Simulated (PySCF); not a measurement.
Radial density of Ti²⁺ (titanium, charge +2)

TPSS, [Ar] 3d2, high-spin 3F determinant. Computed with PySCF 2.14 in cc-pVTZ, with the non-relativistic Hamiltonian (point nucleus).

```csv
r (bohr),4πr²ρ (e/bohr),4πr²(ρα − ρβ)
0.00124,0.1307,0.0000
0.00209,0.3562,0.0000
0.00351,0.9467,0.0000
0.00591,2.411,-0.0001
0.00994,5.715,-0.0001
0.0167,12.02,-0.0003
0.0281,20.72,-0.0004
0.0473,26.01,-0.0005
0.0795,21.90,-0.0001
0.134,20.59,0.0062
0.225,27.95,0.0639
0.379,15.92,0.3558
0.637,8.312,1.0252
1.07,9.254,1.3433
1.80,2.170,0.6925
3.03,0.1449,0.1146
5.10,0.003199,0.0032
```
